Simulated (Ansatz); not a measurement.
Cost and result for the atomization energy of B2ClFH2 (`FBBCl`) (6 atoms, 5 bonds).

```xyz
6

F     1.1977   -0.4352   -1.4423
B     0.0915    0.0260   -0.8772
B    -0.0352    0.1561    0.8057
Cl   -0.7156   -1.1900    1.6836
H    -0.8011    0.3308   -1.6273
H     0.2627    1.1124    1.4576
```

Total charge 0; spin multiplicity 1. The geometry is a stationary point of PBE0-D4/def2-TZVP. It is one conformer, not always the lowest. Program: Ansatz. All runs use 2 threads of an AMD EPYC 9B45 on a shared host. Times are those of one run each, without the atoms' runs, and a repeat can differ threefold. Electronic energies, without spin–orbit coupling; frozen cores. CCSD(T)/CBS adds CCSD(T) − MP2 in def2-TZVPP to the MP2 limit, and its time is that of the two runs behind it. T1 = 0.014. HSE06 is the plane-wave form, built on full-range PBE exchange.

CCSD(T)/CBS is a level of theory with its own doubt, some kJ/mol a heavy atom from the limit and from the frozen cores, so smaller differences don't rank the functionals.

```tsv
level	functions	wall time	atomization (kcal/mol)	difference from CCSD(T)/CBS	per bond
revPBE-D4/def2-TZVPP	163	0.55 s	522.9	2.1	0.4
BLYP-D4/def2-TZVPP	163	0.6 s	524.7	3.9	0.8
CCSD(T)/def2-SVP	70	0.65 s	501.7	-19.1	-3.8
PBE0-D4/def2-TZVPP	163	0.7 s	528.6	7.8	1.6
BHLYP-D4/def2-TZVPP	163	0.7 s	512.4	-8.4	-1.7
HSE06-D4/def2-TZVPP	163	0.85 s	529.0	8.2	1.6
CAM-B3LYP-D4/def2-TZVPP	163	0.9 s	528.7	7.9	1.6
r2SCANh-D4/def2-TZVPP	163	1.2 s	527.7	6.9	1.4
PBE-QIDH/def2-TZVPP	163	1.4 s	525.8	5.0	1.0
ωB97M-V/def2-TZVPP (with forces)	163	2.5 s	528.1	7.3	1.5
MP2/def2-QZVPP	301	3.5 s	534.0	13.2	2.6
CCSD(T)/def2-TZVPP	163	8 s	509.4	-11.4	-2.3
CCSD(T)/CBS(def2)	–	11 s	520.8	0.0	0.0
```

The D4 term adds +3.5 kcal/mol with B3LYP and +1.8 kcal/mol with PBE0; it sums over pairs of atoms, weighted by their polarisabilities, and B3LYP, whose exchange is more repulsive, gets the larger term. In def2-TZVPP, CCSD(T) changes the Hartree–Fock value by +96.4 kcal/mol (the triples alone add +7.5 kcal/mol) and MP2 by +114.3 kcal/mol; breaking electron pairs costs correlation energy, which Hartree–Fock lacks. From r2SCAN to r2SCAN0 (25 % exact exchange), in def2-TZVPP and without D4, the atomization energy moves by −9.1 kcal/mol: exact exchange takes away binding that semilocal exchange gives to molecules.

B3LYP here is the variant with VWN-RPA as its local correlation; programs differ in this.
